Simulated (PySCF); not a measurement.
Geometry:
| atom | x (Å) | y (Å) | z (Å) |
| --- | --- | --- | --- |
| C1 | 4.137 | -0.151 | 1.480 |
| C2 | 2.959 | -0.407 | 0.688 |
| C3 | 1.974 | -0.630 | 0.035 |
| C4 | 0.812 | -0.886 | -0.745 |
| N5 | 0.814 | -1.888 | -1.512 |
| C6 | -0.300 | 0.125 | -0.520 |
| C7 | -1.532 | -0.135 | -1.368 |
| S8 | -2.831 | 1.126 | -1.096 |
| Si9 | -3.759 | 0.409 | 0.695 |
| H10 | 4.429 | 0.896 | 1.390 |
| H11 | 3.931 | -0.371 | 2.527 |
| H12 | 4.958 | -0.781 | 1.141 |
| H13 | -0.035 | -2.028 | -2.052 |
| H14 | -0.562 | 0.108 | 0.543 |
| H15 | 0.093 | 1.122 | -0.739 |
| H16 | -1.968 | -1.112 | -1.156 |
| H17 | -1.292 | -0.067 | -2.430 |
| H18 | -2.842 | 0.563 | 1.822 |
| H19 | -4.049 | -1.004 | 0.480 |
| H20 | -4.941 | 1.239 | 0.815 |

How the numbers were obtained: PBE0/pcSseg-1 with gauge-including orbitals, GFN2-xTB geometry, in PySCF 2.14.0 with density-fitted response routines (averaged over atoms made equivalent by symmetry, fast rotation or ring inversion, in vacuum, non-relativistic Hamiltonian, a single conformation).

References, each an isolated molecule treated in the same way: TMS for ¹³C (186.93 ppm).

Do the ¹³C shifts follow the atomic charges (in e)? Tabulate both.

## Answers


```csv
atoms,hybridisation,δ (ppm),σ para (ppm),Hirshfeld,IAO,Mulliken,ESP-fitted
C4,–,165.6,-235,+0.10,+0.17,-0.19,+0.87
C2,–,94.5,-177,-0.02,-0.01,-0.25,+0.41
C3,–,87.0,-151,-0.07,-0.08,+0.20,-0.74
C6,–,47.3,-114,-0.08,-0.29,-0.17,-0.26
C7,–,29.9,-95,-0.07,-0.33,-0.39,-0.10
C1,–,5.2,-73,-0.09,-0.44,-0.19,-0.60
```

Correlation coefficients of δ with charge over these carbons: Hirshfeld +0.91, IAO +0.99, Mulliken +0.23, ESP-fitted +0.74; with the paramagnetic shielding -0.99. With so few points these coefficients are fragile. Charge is one influence among several: hybridisation and low-lying excitations act through the paramagnetic term.

Shifts are as computed. Against solution values, carbons near 30 ppm lie about +3 ppm off and those near 130 ppm about +5 ppm. Of 1211 compounds with measured shifts, 218 miss one by over three times the rms of a fit or turn the order of signals round; such compounds aren't used in these exercises.
